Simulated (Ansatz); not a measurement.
# What each rung costs, and what it gives

The pair of Cl⁻ (SMILES [Cl-], atom 1) and SbH3 (SMILES [SbH3], atoms 2–5), both closed shells, in one local arrangement (a lower one may exist), relaxed at PBE0-D4/def2-TZVPD:

Cl1  (-0.896, -0.668, -2.423)
Sb2  (-0.135, -0.475, 0.429)
H3  (0.514, 0.094, 2.002)
H4  (-0.840, 1.068, 0.252)
H5  (1.357, -0.019, -0.261)
(Å)

Interaction energies are counterpoise-corrected; the time is that of the whole pair.

Ansatz 0.2.0; basis: as named in each row; cores frozen in the correlated methods. Filled d shells of the heavier atoms are correlated. Core potentials replace the inner electrons of the atoms past krypton. The def2 sets are not built for correlating such inner shells, so the correlated values are less sure here. B3LYP uses VWN-RPA correlation. Extrapolation: Hartree–Fock as exp(−7.88 √X), correlation as X^−2.97.

Times are rough, for one single point on 2 threads of a shared host (Arm Neoverse V2).

The estimate by CCSD(T) at an estimated basis limit (MP2 extrapolated from triple and quadruple zeta, plus CCSD(T) − MP2 in triple zeta) is -14.53 kcal/mol.

| method | basis | time (s) | interaction energy (kcal/mol) | method less estimate |
| --- | --- | --- | --- | --- |
| SPW92 | def2-SVP | under 1 | -22.18 | -7.65 |
| PBE-D4 | def2-SVP | under 1 | -19.72 | -5.19 |
| PBE0-D4 | def2-SVP | under 1 | -19.00 | -4.47 |
| CCSD(T) | def2-SVP | under 1 | -12.55 | 1.98 |
| PBE-D4 | def2-TZVPPD | 1 | -16.10 | -1.57 |
| revPBE-D4 | def2-TZVPPD | 1 | -16.00 | -1.47 |
| BLYP-D4 | def2-TZVPPD | 2 | -14.72 | -0.19 |
| B3LYP-D4 | def2-TZVPPD | 2 | -14.74 | -0.21 |
| HSE06-D4 | def2-TZVPPD | 2 | -15.83 | -1.30 |
| PBE0-D4 | def2-TZVPPD | 2 | -15.79 | -1.26 |
| r2SCAN-D4 | def2-TZVPPD | 3 | -15.28 | -0.75 |
| wB97M-V | def2-SVP | 3 | -17.12 | -2.59 |
| B2PLYP | def2-TZVPPD | 3 | -12.54 | 1.99 |
| B97M-V | def2-TZVPPD | 5 | -16.00 | -1.47 |
| wB97X-V | def2-TZVPPD | 5 | -14.29 | 0.24 |
| MP2 | def2-QZVPPD | 6 | -14.76 | -0.23 |
| wB97M-V | def2-TZVPPD | 6 | -14.41 | 0.12 |
| CCSD(T) | def2-TZVPPD | 26 | -12.37 | 2.16 |

No T1 diagnostic of these runs exceeds 0.015.
